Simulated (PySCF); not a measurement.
Mg(tBu)(GeH3), SMILES C[C]([Mg][GeH3])(C)C (C₄H₁₂GeMg), GFN2-xTB optimised geometry.

```
18

Mg    -1.25     0.16     0.00
C     -0.45     1.70    -1.18
C     -0.16     1.00    -2.50
C     -1.30     2.95    -1.45
C      0.88     2.13    -0.56
H      0.40     1.64    -3.18
H     -1.09     0.70    -3.00
H      0.43     0.09    -2.33
H     -2.25     2.67    -1.91
H     -1.51     3.49    -0.53
H     -0.78     3.63    -2.14
H      0.72     2.68     0.38
H      1.51     1.26    -0.35
H      1.44     2.79    -1.24
Ge    -0.45    -2.23     0.00
H     -0.60    -2.94    -1.36
H      1.09    -2.23     0.00
H     -0.60    -3.49     0.85
```

Density from PySCF with PBE0/def2-SVP at that geometry.

Minimum of the electron density along straight lines between bonded atoms, close to the bond critical point (lines longer than 1.1 times the sum of covalent radii, or with two minima, are not listed):

```json
[
 {"bond": "Mg1–C2", "length / Å": "2.099", "ρ at the minimum / e bohr⁻³": "0.054", "∇²ρ there / e bohr⁻⁵": "0.25", "position (fraction from the first atom)": "0.42"},
 {"bond": "C2–C3", "length / Å": "1.528", "ρ at the minimum / e bohr⁻³": "0.240", "∇²ρ there / e bohr⁻⁵": "-0.52", "position (fraction from the first atom)": "0.49"},
 {"bond": "C2–C4", "length / Å": "1.528", "ρ at the minimum / e bohr⁻³": "0.241", "∇²ρ there / e bohr⁻⁵": "-0.53", "position (fraction from the first atom)": "0.49"},
 {"bond": "C2–C5", "length / Å": "1.529", "ρ at the minimum / e bohr⁻³": "0.240", "∇²ρ there / e bohr⁻⁵": "-0.53", "position (fraction from the first atom)": "0.49"},
 {"bond": "C3–H6", "length / Å": "1.096", "ρ at the minimum / e bohr⁻³": "0.270", "∇²ρ there / e bohr⁻⁵": "-0.96", "position (fraction from the first atom)": "0.62"},
 {"bond": "C3–H7", "length / Å": "1.096", "ρ at the minimum / e bohr⁻³": "0.271", "∇²ρ there / e bohr⁻⁵": "-0.96", "position (fraction from the first atom)": "0.62"},
 {"bond": "C3–H8", "length / Å": "1.097", "ρ at the minimum / e bohr⁻³": "0.270", "∇²ρ there / e bohr⁻⁵": "-0.96", "position (fraction from the first atom)": "0.62"},
 {"bond": "C4–H9", "length / Å": "1.092", "ρ at the minimum / e bohr⁻³": "0.273", "∇²ρ there / e bohr⁻⁵": "-0.97", "position (fraction from the first atom)": "0.62"},
 {"bond": "C4–H10", "length / Å": "1.091", "ρ at the minimum / e bohr⁻³": "0.274", "∇²ρ there / e bohr⁻⁵": "-0.98", "position (fraction from the first atom)": "0.62"},
 {"bond": "C4–H11", "length / Å": "1.097", "ρ at the minimum / e bohr⁻³": "0.270", "∇²ρ there / e bohr⁻⁵": "-0.96", "position (fraction from the first atom)": "0.62"},
 {"bond": "C5–H12", "length / Å": "1.094", "ρ at the minimum / e bohr⁻³": "0.272", "∇²ρ there / e bohr⁻⁵": "-0.97", "position (fraction from the first atom)": "0.62"},
 {"bond": "C5–H13", "length / Å": "1.097", "ρ at the minimum / e bohr⁻³": "0.270", "∇²ρ there / e bohr⁻⁵": "-0.96", "position (fraction from the first atom)": "0.62"},
 {"bond": "C5–H14", "length / Å": "1.096", "ρ at the minimum / e bohr⁻³": "0.270", "∇²ρ there / e bohr⁻⁵": "-0.96", "position (fraction from the first atom)": "0.62"},
 {"bond": "Mg1–Ge15", "length / Å": "2.516", "ρ at the minimum / e bohr⁻³": "0.038", "∇²ρ there / e bohr⁻⁵": "0.10", "position (fraction from the first atom)": "0.38"},
 {"bond": "Ge15–H16", "length / Å": "1.537", "ρ at the minimum / e bohr⁻³": "0.128", "∇²ρ there / e bohr⁻⁵": "0.06", "position (fraction from the first atom)": "0.59"},
 {"bond": "Ge15–H17", "length / Å": "1.540", "ρ at the minimum / e bohr⁻³": "0.127", "∇²ρ there / e bohr⁻⁵": "0.06", "position (fraction from the first atom)": "0.59"},
 {"bond": "Ge15–H18", "length / Å": "1.529", "ρ at the minimum / e bohr⁻³": "0.131", "∇²ρ there / e bohr⁻⁵": "0.06", "position (fraction from the first atom)": "0.59"}
]
```
